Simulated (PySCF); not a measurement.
`[H][Zr]([H])([H])[H]` (singlet state). Method used: PBE0-D3(BJ)/def2-SVP geometry optimisation, gas phase, def2 core potentials past Kr (PySCF).

```
atom  x, y, z in Å
Zr1    0.0147   -0.0219   -0.0124
H2     0.0184   -0.0464    1.8315
H3     1.7520   -0.0364   -0.6314
H4    -0.8346    1.5024   -0.6050
H5    -0.8756   -1.5082   -0.6448
```

(1) What is the longest distance between nuclei?

(2) Where is the centre of mass (commonest isotopes), and what is the radius of gyration?

(3) Work out the bond lengths Zr1–H2, Zr1–H3, Zr1–H4, Zr1–H5 in Å.

(4) What is the repulsion energy of the bare nuclei, Σ ZA·ZB/RAB?

(5) What are the angles H3–Zr1–H5, H2–Zr1–H4, H3–Zr1–H4, H2–Zr1–H3, H4–Zr1–H5?

## Answers

(1) 6 pairs, among them H2···H3, H3···H5 and H2···H5, 3.012 Å down to 3.010 Å.

(2) Mass 93.936 u; centre at (0.015, -0.022, -0.012) Å; Rg = √(Σ m r²/M) = 0.382 Å. As Ia + Ib + Ic = 2 Σ m r², the three principal moments sum to 27.4 u·Å².

(3) For Zr1–H2 the difference vector is (0.0037, -0.0245, 1.8439) Å, of length 1.8441 Å. Zr1–H2 1.844; Zr1–H3 1.844; Zr1–H4 1.843; Zr1–H5 1.844 Å.

(4) 46.97 Eh over 10 pairs, with full nuclear charges and distances in bohr; the largest single term is 11.49 Eh (Zr1 with H4, or a pair equal to it).

(5) From the scalar product of the two bond vectors; for H3–Zr1–H5 it is -1.1337 Å² over 1.8443 × 1.8444 Å², cos θ = -0.3333. H3–Zr1–H5 109.5°; H2–Zr1–H4 109.5°; H3–Zr1–H4 109.4°; H2–Zr1–H3 109.5°; H4–Zr1–H5 109.5°.

The point group is Td within 0.08 Å; differences among equivalent distances and angles are scatter left by the optimiser. Not checked by PBE0-D3(BJ)/def2-SVP frequencies.
